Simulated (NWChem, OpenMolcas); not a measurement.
# The same job for OpenMolcas

NWChem 7.3.0 runs this on SnH2ClO2 (SMILES [OH][Sn]([OH])[Cl]):

test.nw:
```
start test
title "ClH2O2Sn"
memory total 1800 mb
charge 0

geometry noautosym nocenter noautoz
 O     -0.447400     1.400500    -0.158300
 Sn     0.371800    -0.318200    -0.659700
 O      1.256500    -0.847900     1.007700
 Cl    -1.328200    -1.877100    -1.106600
 H     -1.182700     1.666400    -0.718500
 H      1.372100    -0.087800     1.589200
end

basis spherical bse
 * library def2-SVP
end

ecp bse
 Sn library def2-SVP
end

dft
 xc pbe0
 mult 2
 grid xfine
 convergence energy 1e-08
 maxiter 100
 mulliken
end

task dft gradient
```

```bash
$ nwchem test.nw > test.out
```

The shape is that of a PBE0-D4/def2-TZVP optimisation. This is one conformer, not always the lowest.

It gives a total energy of -825.622434 Eh.

Question: How is this level of theory, on these atoms, set up in OpenMolcas 26.06 as an input file of the program's own?

Answer: This input was run:

input.xyz:
```
6

O     -0.447400     1.400500    -0.158300
Sn     0.371800    -0.318200    -0.659700
O      1.256500    -0.847900     1.007700
Cl    -1.328200    -1.877100    -1.106600
H     -1.182700     1.666400    -0.718500
H      1.372100    -0.087800     1.589200
```

calc.inp:
```
&gateway
  baslib
  $CurrDir
  coord
  input.xyz
  basis
  def2-SVP
  group
  NoSym

&seward
  gridinput
  Grid=UltraFine
  End of Grid

&scf
  uhf
  spin
  2
  ksdft
  PBE0
  thresholds
  1e-10 1e-07 1e-07 1e-05
  prorbitals
  1 1

&alaska
```

```bash
$ export MOLCAS_MEM=1860
$ pymolcas calc.inp > calc.log
```

(Basis files named in the input come from the Basis Set Exchange and aren't shown.)

Its energy is -825.622433 Eh, the same as the first but for the last digit, at most.
